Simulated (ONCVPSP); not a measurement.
## Logarithmic derivatives: Ni, ONCV

Ni (Z = 28), optimised norm-conserving Vanderbilt (ONCV), made with ONCVPSP 4.0.1 (PBE, scalar-relativistic). Core [Ne], reference 3s2 3p6 3d8 4s2. Waves: 3s+4s: rc 1.00 bohr, ncon 5, nbas 8, qcut 13.2 1/bohr, 2 projectors; 3p: rc 0.95 bohr, ncon 3, nbas 7, qcut 11.7 1/bohr, 2 projectors, debl 3.4 Ha; 3d: rc 0.85 bohr, ncon 4, nbas 9, qcut 21.6 1/bohr, 1 projector. Local part: polynomial inside 0.75 bohr (lpopt 5, dvloc0 1 Ha). Core correction: Teter function, fcfact 3, rcfact 1.15.

The phase is arctan(r·R′/R) of the radial function R(r), unwrapped; energies in Ha, scanned from -6 to 5 Ha. A pole is an energy at which the radial function vanishes at the test radius. The pseudo phase is shifted by a multiple of π to meet the all-electron one at the reference energy, and phase errors are pseudo minus all-electron; the curves can meet again beyond the range given. Levels narrower than the energy grid can be missing from the lists of poles.

```json
{"channel": "s", "radius (bohr)": "1.01", "reference energy (Ha)": "-0.21", "poles, all-electron": "-1.76", "poles, pseudo": "-1.76", "unbroken range about the reference energy with phases within 0.05 rad": "the whole range", "phase error 1 Ha above the reference energy (rad)": "+0.000"}
{"channel": "p", "radius (bohr)": "0.97", "reference energy (Ha)": "-2.62", "poles, all-electron": "0.44", "poles, pseudo": "0.44", "unbroken range about the reference energy with phases within 0.05 rad": "the whole range", "phase error 1 Ha above the reference energy (rad)": "+0.000"}
{"channel": "d", "radius (bohr)": "0.86", "reference energy (Ha)": "-0.33", "poles, all-electron": "3.67", "poles, pseudo": "3.76", "unbroken range about the reference energy with phases within 0.05 rad": "the whole range", "phase error 1 Ha above the reference energy (rad)": "+0.001"}
```

Phases in the d channel:

```
E (Ha)  all-electron  pseudo
 -5.96         0.980   0.983
 -5.40         0.919   0.922
 -4.84         0.842   0.845
 -4.28         0.739   0.743
 -3.72         0.600   0.604
 -3.16         0.409   0.414
 -2.60         0.154   0.158
 -2.04        -0.160  -0.157
 -1.48        -0.484  -0.483
 -0.92        -0.763  -0.763
 -0.36        -0.976  -0.976
  0.20        -1.133  -1.133
  0.76        -1.250  -1.249
  1.32        -1.340  -1.338
  1.88        -1.411  -1.408
  2.44        -1.469  -1.466
  3.00        -1.519  -1.514
  3.56        -1.563  -1.557
  4.12        -1.603  -1.595
  4.68        -1.640  -1.630
```
